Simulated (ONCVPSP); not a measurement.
Reading a pseudo-wave (Ag)

Columns: radius, all-electron u(r) and pseudo u(r) of the 4s shell (level -110.16 eV) of silver in the configuration [Ar] 3d10 4s2 4p6 4d9; PBE, non-relativistic, ONCV scheme, ONCVPSP 4.0.1.

```
r (bohr)  all-electron  pseudo
   0.085        0.4199  0.0712
   0.170       -0.0604  0.1561
   0.255       -0.6208  0.2657
   0.340       -0.5802  0.4040
   0.425       -0.1663  0.5657
   0.510        0.3277  0.7359
   0.595        0.7413  0.8954
   0.680        1.0207  1.0262
   0.765        1.1678  1.1150
   0.850        1.2091  1.1543
   0.935        1.1753  1.1416
   1.020        1.0948  1.0816
   1.105        0.9893  0.9866
   1.190        0.8742  0.8741
   1.275        0.7595  0.7595
   1.360        0.6513  0.6513
   1.445        0.5528  0.5528
   1.530        0.4653  0.4653
   1.615        0.3891  0.3891
   1.700        0.3234  0.3234
   1.785        0.2676  0.2676
   1.870        0.2206  0.2206
   1.955        0.1812  0.1812
   2.040        0.1484  0.1484
   2.125        0.1212  0.1212
   2.210        0.0988  0.0988
```

Problem. How many radial nodes do the two functions have?

Solution. The all-electron 4s function has n − l − 1 = 3 (the table is too coarse to show those close to the nucleus); the pseudo-wave has 0, since the states of the same l below it are removed with the core.

Problem. At about which radius was the pseudo-wave matched?

Solution. 1.25 bohr, where the columns begin to agree (steps of 0.09 bohr).

Problem. Is the pseudo-wave norm-conserving?

Solution. Yes: the ONCV scheme keeps the norm inside the radius equal to the all-electron one, which fixes the energy derivative of the logarithmic derivative at the level.
